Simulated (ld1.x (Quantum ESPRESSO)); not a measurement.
## How hard is this vanadium (V) TM potential?

ld1.x (Quantum ESPRESSO) 7.5 input, shortened:

```
&input
   title='V', zed=23., rel=1, dft='PZ', iswitch=3,
   config='[Ar] 3d3 4s1 4p0 4f-2'
 /
 &inputp
   pseudotype=2, tm=.true., lloc=1,
   nlcc=.true., new_core_ps=.true.
 /
4
3S  1  0   2.00   0.00  1.10  1.10  0.0
3D  3  2   3.00   0.00  2.05  2.05  0.0
4F  4  3  -2.00   0.15  2.00  2.00  0.0
3P  2  1   6.00   0.00  1.55  1.55  0.0
 &test
   configts(1)='3s2 3p6 3d3 4s1 4p0'
 /
```

Occupied shells without a wave of their own: 4s. They enter only through the test configuration that unscreens the potential, and ld1.x also counts them in the model core charge.

The pseudo-atom Hamiltonian at the reference potential is diagonalised in spherical Bessel functions j_l(qr) that vanish at 20 bohr, with q² up to the cutoff. All-electron valence levels (Ry): 3s -5.6967, 4s -0.8207, 3d -0.9494, 3p -3.7954, 4p -0.5159.

Question: How do the lowest levels (Ry) of each channel move with the cutoff, and are there ghosts?

Answer:

```tsv
cutoff (Ry)	s #1	s #2	d #1	f #1	f #2	p #1	p #2	p #3	Σ f·Δε (mRy)
8	-5.2583	-0.7713	-0.3026	-0.0586	0.0353	-2.2667	-0.3788	-0.1208	12047.6
12	-5.3293	-0.7977	-0.3428	-0.0586	0.0353	-2.8832	-0.4328	-0.1337	8059.5
21	-5.3887	-0.8014	-0.5077	-0.0586	0.0352	-3.5541	-0.4916	-0.1473	3417.4
30	-5.5144	-0.8107	-0.7296	-0.0586	0.0352	-3.7506	-0.5117	-0.1519	1312.1
45	-5.6568	-0.8249	-0.9296	-0.0586	0.0352	-3.7939	-0.5175	-0.1533	152.9
55	-5.6800	-0.8277	-0.9476	-0.0586	0.0352	-3.7950	-0.5178	-0.1534	43.2
70	-5.6822	-0.8280	-0.9492	-0.0586	0.0352	-3.7951	-0.5178	-0.1534	33.2
100	-5.6899	-0.8289	-0.9493	-0.0586	0.0352	-3.7954	-0.5179	-0.1534	15.1
120	-5.6947	-0.8296	-0.9493	-0.0586	0.0352	-3.7954	-0.5179	-0.1534	4.5
180	-5.6963	-0.8298	-0.9494	-0.0586	0.0352	-3.7954	-0.5179	-0.1534	1.0
230	-5.6967	-0.8299	-0.9494	-0.0586	0.0352	-3.7954	-0.5179	-0.1534	0.1
400	-5.6967	-0.8299	-0.9494	-0.0586	0.0352	-3.7954	-0.5179	-0.1534	0.0
```

Result: no extra level below or beside the all-electron valence levels (s, d, f, p tested); 10 mRy is reached at 110 Ry and 1 mRy at 180 Ry.

ld1.x takes every shell without a wave as core, so the model core holds the 4s electrons as well and exchange and correlation see them twice. This cancels in the reference configuration, but the file is broken for other ones, and its errors say nothing about a proper core correction. Its largest configuration-test error is -604 meV.
